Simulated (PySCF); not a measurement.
CH7BSi. Atoms are numbered in the order given.

```xyz
10

B     -0.0286    -0.8374     0.3638
H     -0.7420    -1.8196     0.3827
C      1.3436    -0.8995     1.0917
H      1.3683    -1.5582     1.9730
H      1.8229     0.0647     1.3136
H      1.9874    -1.3984     0.3328
Si    -0.6892     0.7646    -0.6821
H     -1.8165     1.3868     0.0921
H     -1.2388     0.3796    -2.0224
H      0.3495     1.8248    -0.8914
```

Geometry optimised at PBE0-D3(BJ)/def2-SVP.

Method: TDA-CAM-B3LYP/def2-SVPD run with PySCF.

Vertical excitations. Gas-phase values at a fixed geometry.

| state | energy (eV) | λ (nm) | f | main pairs |
|---|---|---|---|---|
| S1 | 4.54 | 273 | 0.005 | HOMO→LUMO 97 % |
| S2 | 5.85 | 212 | 0.004 | HOMO−1→LUMO 69 %, HOMO−3→LUMO 28 % |
| S3 | 7.09 | 175 | 0.005 | HOMO−3→LUMO 69 %, HOMO−1→LUMO 28 % |
| S4 | 7.27 | 170 | 0.090 | HOMO−2→LUMO 88 % |
| S5 | 7.38 | 168 | 0.008 | HOMO→LUMO+1 88 % |
| S6 | 8.05 | 154 | 0.013 | HOMO→LUMO+2 36 %, HOMO→LUMO+3 35 %, HOMO→LUMO+5 16 %, HOMO→LUMO+4 6 % |
| S7 | 8.26 | 150 | 0.001 | HOMO→LUMO+4 86 % |
| S8 | 8.47 | 146 | 0.273 | HOMO→LUMO+2 49 %, HOMO→LUMO+3 29 % |
| S9 | 8.68 | 143 | 0.002 | HOMO−5→LUMO 63 %, HOMO−4→LUMO 22 % |
| S10 | 8.69 | 143 | 0.030 | HOMO−1→LUMO+1 77 % |
| T1 | 3.69 | 336 | 0 | HOMO→LUMO 97 % |
| T2 | 5.27 | 235 | 0 | HOMO−1→LUMO 62 %, HOMO−3→LUMO 34 % |
| T3 | 6.51 | 190 | 0 | HOMO−2→LUMO 95 % |
| T4 | 6.80 | 182 | 0 | HOMO−3→LUMO 60 %, HOMO−1→LUMO 34 % |
Triplets are in the Tamm–Dancoff approximation.
